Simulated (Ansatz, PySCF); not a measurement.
A series of B-O bond dissociation energy values:

A. CB(C)O [dimethylborinic acid] -> C[B]C + [OH] (HO)
B. BOB -> B[O] + [BH2] (BH2)
C. BOC -> [BH2] (BH2) + C[O]
D. OB(O)O[SiH3] -> O[B]O + [O][SiH3]
E. NB(N)O → N[B]N + [OH] (HO)

Quantity: bond dissociation energy (enthalpy at 298 K, with B3LYP-D3(BJ) rigid-rotor harmonic-oscillator terms), kcal/mol. Each molecule is optimised on its own at B3LYP-D3(BJ)/def2-TZVP (Ansatz, an electronic-structure program), one conformer each, not searched for the lowest. Frequencies are from Ansatz or PySCF. Correlated levels leave the core frozen unless marked. UHF or UKS for open shells. No spin-orbit coupling. No relativistic terms. CBS(X,Y): correlation extrapolated as X^-3; Hartree-Fock from the larger set. The bracket is a focal-point correction in the basis named.

```tsv
	HF/cc-pV(D+d)Z (Ansatz)	B2GP-PLYP-D3(BJ)/def2-TZVPD (Ansatz + dftd3)	B2GP-PLYP/def2-TZVPD (Ansatz)	RI-MP2/CBS(aug-cc-pV(T+d)Z,aug-cc-pV(Q+d)Z)+[CCSD(T)-MP2]/aug-cc-pV(T+d)Z (Ansatz)
A	111.2	147.6	147.2	[?]
B	95.2	128.6	128.2	[?]
C	101.1	139.0	138.4	[?]
D	118.1	149.6	148.5	[?]
E	105.6	141.0	140.6	[?]
```

**Question.** What belongs in the gaps?

**Answer.** 
- A, RI-MP2/CBS(aug-cc-pV(T+d)Z,aug-cc-pV(Q+d)Z)+[CCSD(T)-MP2]/aug-cc-pV(T+d)Z (Ansatz): 150.4
- B, RI-MP2/CBS(aug-cc-pV(T+d)Z,aug-cc-pV(Q+d)Z)+[CCSD(T)-MP2]/aug-cc-pV(T+d)Z (Ansatz): 129.3
- C, RI-MP2/CBS(aug-cc-pV(T+d)Z,aug-cc-pV(Q+d)Z)+[CCSD(T)-MP2]/aug-cc-pV(T+d)Z (Ansatz): 141.5
- D, RI-MP2/CBS(aug-cc-pV(T+d)Z,aug-cc-pV(Q+d)Z)+[CCSD(T)-MP2]/aug-cc-pV(T+d)Z (Ansatz): 152.1
- E, RI-MP2/CBS(aug-cc-pV(T+d)Z,aug-cc-pV(Q+d)Z)+[CCSD(T)-MP2]/aug-cc-pV(T+d)Z (Ansatz): 143.8
